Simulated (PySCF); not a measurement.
Predicted microwave data (PBE0/pcSseg-1 in PySCF (dipole) on a GFN2-xTB geometry, gas phase) for one isomer of C6H6F3P:

| Item | Value |
| --- | --- |
| Rotational constants | A = 2278, B = 849.3, C = 761.2 MHz |
| Dipole components | \|μa\| = 3.17 D, \|μb\| = 0.00 D, \|μc\| = 0.26 D |
| Inertial defect | -153.00 u·Å² |
| κ | -0.88 |

**Question.** Which structure is it? (One computed conformer of each.)
A. `[CH2:1]=[CH:2][C:3]1=[C:4]([C:5]([F:6])([F:7])[F:8])[P:9]1[CH3:10]` with C1–C2–C3–C4 -178°
B. `[F:1][C:2]([F:3])([F:4])[CH2:5][p:6]1[cH:7][cH:8][cH:9][cH:10]1` with C2–C5–P6–C7 -83°
C. `[CH2:1]=[CH:2]/[P:3]=[C:4](\[CH:5]=[CH2:6])[C:7]([F:8])([F:9])[F:10]` with C1–C2–P3–C4 -138°, P3–C4–C5–C6 -178°
D. `[F:1][C:2]([F:3])([F:4])[P:5]1[CH:6]=[CH:7][CH2:8][CH:9]=[CH:10]1` with C2–P5–C6–C7 127°, C6–C7–C8–C9 -31°, C7–C8–C9–C10 31°, C2–P5–C10–C9 -127°
E. `[CH:1]#[C:2][P:3]([CH2:4][CH:5]=[CH2:6])[C:7]([F:8])([F:9])[F:10]` with C2–P3–C4–C5 -166°, P3–C4–C5–C6 113°

**Answer.** D. It is FC(F)(F)P1C=CCC=C1, an asymmetric top, point group Cs. The candidates at the same level (rigid rotor, commonest isotopes):

```csv
SMILES,A (MHz),B (MHz),C (MHz),μa (D),μb (D),μc (D),Δ (u·Å²),point group,rotor
C#CP(CC=C)C(F)(F)F,1501,1028,754.1,0.16,2.16,0.54,-158.25,C1,asymmetric top
C=C/P=C(\C=C)C(F)(F)F,1892,778.2,617.8,2.74,2.26,0.02,-98.59,C1,asymmetric top
C=CC1=C(C(F)(F)F)P1C,1511,813.4,627.5,3.19,0.46,1.02,-150.51,C1,asymmetric top
FC(F)(F)P1C=CCC=C1,2278,849.3,761.2,3.17,0.00,0.26,-153.00,Cs,asymmetric top
FC(F)(F)Cp1cccc1,2703,689.1,648.7,2.17,0.51,1.62,-141.29,C1,near-prolate asymmetric top
```

`C=C/P=C(\C=C)C(F)(F)F` has C 19 % too low; `C=CC1=C(C(F)(F)F)P1C` has A 34 % too low; `FC(F)(F)Cp1cccc1` has B 19 % too low; `C#CP(CC=C)C(F)(F)F` has A 34 % too low. In the right answer the mirror of this Cs structure is the ac plane, so μb vanishes by symmetry. No structure here is proved a minimum.
